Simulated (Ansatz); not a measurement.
Stretching the Ge1–F3 bond in FGeH (SMILES [F][GeH]) (multiplicity 1 held, fragments rigid). Energies count from the point at 1.770 Å.
Geometry at that point (charge 0, multiplicity 1):
```
atom    x (Å)    y (Å)    z (Å)
----  -------  -------  -------
Ge    -0.1137  -0.2269   0.2808
H     -0.9845  -1.0535  -0.7992
F      0.5137   0.9238  -0.9095
```

Signs of static correlation in cc-pVDZ, with CASSCF(6,4), from Ansatz (an electronic-structure program) runs.

```csv
R (Å),T1 of restricted CCSD,⟨S²⟩ of UHF,largest double amplitude of restricted CCSD,weight of the CASSCF reference in MRCISD,CASSCF natural occupations
1.416,0.013,0.000,0.075,0.927,2.00 2.00 1.99 0.01
1.593,0.015,0.000,0.076,0.924,2.00 2.00 1.99 0.01
1.770,0.019,0.000,0.076,0.922,2.00 2.00 1.98 0.02
1.948,0.023,0.000,0.075,0.921,2.00 2.00 1.97 0.03
2.125,0.027,0.000,0.073,0.920,2.00 2.00 1.96 0.04
2.390,0.035,0.000,0.070,0.919,2.00 2.00 1.93 0.07
2.656,0.045,0.716,[?],0.920,2.00 2.00 1.85 0.15
3.098,0.078,0.945,0.263,0.923,2.00 2.00 1.59 0.41
3.541,0.134,0.994,0.501,0.925,2.00 2.00 1.34 0.66
4.072,0.207,1.013,0.934,0.925,2.00 2.00 1.16 0.84
4.780,0.272,1.013,[?],0.925,2.00 2.00 1.05 0.95
5.665,0.290,1.013,1.692,0.925,2.00 2.00 1.01 0.99
```

**Question.** Some entries are withheld; supply them.

**Answer.** 
- 2.656, largest double amplitude of restricted CCSD: 0.137
- 4.780, largest double amplitude of restricted CCSD: 1.460

Doubts at one or more of the structures used: active orbitals that take no part (SC-NEVPT2 on CASSCF(6,4)/cc-pVDZ); a restricted determinant that unrestricted orbitals would lower (R-CCSD(T)/cc-pVDZ); T1 above 0.05 (R-CCSD(T)/cc-pVDZ, U-CCSD(T)/cc-pVDZ); other coupled-cluster roots lie near (R-CCSD(T)/cc-pVDZ); a spin-contaminated determinant (U-CCSD(T)/cc-pVDZ).
